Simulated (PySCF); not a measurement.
**Spin-rotation constants: `Cc1cc(C=O)nnn1`, C5H5N3O**

Geometry:
```tsv
atom	x (Å)	y (Å)	z (Å)
C1	-2.358	-0.333	0.043
C2	-0.995	0.237	-0.121
C3	0.167	-0.478	0.184
C4	1.360	0.202	-0.030
C5	2.683	-0.413	0.242
O6	2.829	-1.529	0.660
N7	1.361	1.455	-0.497
N8	0.251	2.046	-0.755
N9	-0.897	1.482	-0.582
H10	-2.464	-1.228	-0.569
H11	-3.100	0.402	-0.257
H12	-2.523	-0.616	1.081
H13	0.159	-1.490	0.561
H14	3.526	0.263	0.019
```

Method: GIAO BHandHLYP/pcSseg-1 magnetisability, rotational g tensor and spin-rotation constants, non-relativistic, gas phase (PySCF). Geometry: GFN2-xTB.

Q: Give the nuclear spin-rotation constants along the inertial axes (H = +C I·J) beside the isotropic shieldings.

A: Rotational constants 3.2757, 1.2961, 0.9340 GHz. A star marks the isotopologue with that one atom substituted, in its own axes.
| atom | isotope | Caa (kHz) | Cbb (kHz) | Ccc (kHz) | mean (kHz) | σ (ppm) |
| --- | --- | --- | --- | --- | --- | --- |
| N7 | 14N | 1.248 | 0.334 | 0.026 | 0.536 | -179.7 |
| N8 | 14N | 1.545 | 0.375 | 0.045 | 0.655 | -288.3 |
| N9 | 14N | 0.979 | 0.453 | 0.035 | 0.489 | -194.2 |
| H10 | 1H | -0.360 | -0.070 | -0.016 | -0.148 | 28.9 |
| H11 | 1H | 0.085 | -0.113 | -0.103 | -0.044 | 28.6 |
| H12 | 1H | -0.360 | -0.070 | -0.016 | -0.148 | 28.9 |
| H13 | 1H | -0.278 | 0.115 | -0.098 | -0.087 | 23.9 |
| H14 | 1H | -0.040 | 0.068 | -0.083 | -0.018 | 21.4 |
| C1 | 13C* | 0.422 | 0.193 | 0.158 | 0.258 | 162.7 |
| C2 | 13C* | 1.429 | 0.717 | 0.116 | 0.754 | 16.8 |
| C3 | 13C* | 1.172 | 0.599 | 0.080 | 0.617 | 63.3 |
| C4 | 13C* | 1.800 | 0.493 | 0.125 | 0.806 | 28.4 |
| C5 | 13C* | 1.828 | 0.586 | 0.228 | 0.880 | -15.2 |
| O6 | 17O* | -2.827 | -1.361 | 0.013 | -1.392 | -381.9 |

For the geometry as given, no vibrational averaging.
